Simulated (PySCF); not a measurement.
GeBr₂, SMILES [Br][Ge][Br] (connectivity only; charge and spin as stated), neutral, multiplicity 1. Atoms are numbered in the order given.

```xyz
3

Ge     0.0000     0.0000     1.0225
Br     0.0000     1.8107    -0.4674
Br     0.0000    -1.8107    -0.4674
```

Geometry optimised at PBE0-D3(BJ)/def2-SVP. The isomer is the one that the SMILES or the coordinates give; other isomers of the formula were not compared.

Level of theory: ωB97X/def2-TZVPD in PySCF.

Mulliken values depend strongly on the basis, most of all with diffuse functions as here. ESP charges are fitted to the potential on shells at 1.4 to 2.0 van der Waals radii. Atomic charges (e):

```csv
atom,ESP fit,Mulliken,meta-Löwdin
Ge1,0.29,0.58,(withheld)
Br2,-0.14,-0.29,(withheld)
Br3,-0.14,-0.29,(withheld)
```

Task: Fill in the missing entries. (Estimate from the structure and the level; the computed values follow.)

Result: 
- Ge1, meta-Löwdin: 0.52
- Br2, meta-Löwdin: -0.26
- Br3, meta-Löwdin: -0.26
